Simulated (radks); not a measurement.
Effect of the nuclear size on the zirconium ion Zr+, [Kr] 4d2 5s1. Calculated with a radial shooting solver on a logarithmic mesh with Libxc functionals: Dirac Kohn-Sham, LDA (Slater exchange, Perdew-Wang correlation), spin-unpolarised, spherical densities, finite nucleus; open shells are shared between the two j in proportion to 2j + 1; Fermi nuclear charge, rms radius 4.2694 fm. The rms radius is varied about that value; shifts are against it.

| rms radius (fm) | total energy shift (eV) | density at nucleus (e/bohr^3) | 1s1/2 shift (meV) | 2s1/2 shift (meV) |
|---|---|---|---|---|
| 3.7571 | -0.246 | 7.535e+04 | -104 | -10.9 |
| 3.9108 | -0.175 | 7.505e+04 | -74.1 | -7.77 |
| 4.2694 | 0 | 7.44e+04 | 0.000 | 0.000 |
| 4.5256 | 0.133 | 7.398e+04 | 56.5 | 5.93 |
| 4.8671 | 0.322 | 7.346e+04 | 136 | 14.3 |

Slopes of the eigenvalues against <r^2> in GHz/fm^2, as finite differences over the two radii next to the reference (eigenvalue slopes, not the field-shift constants of lines): 1s1/2 6090, 2s1/2 639.
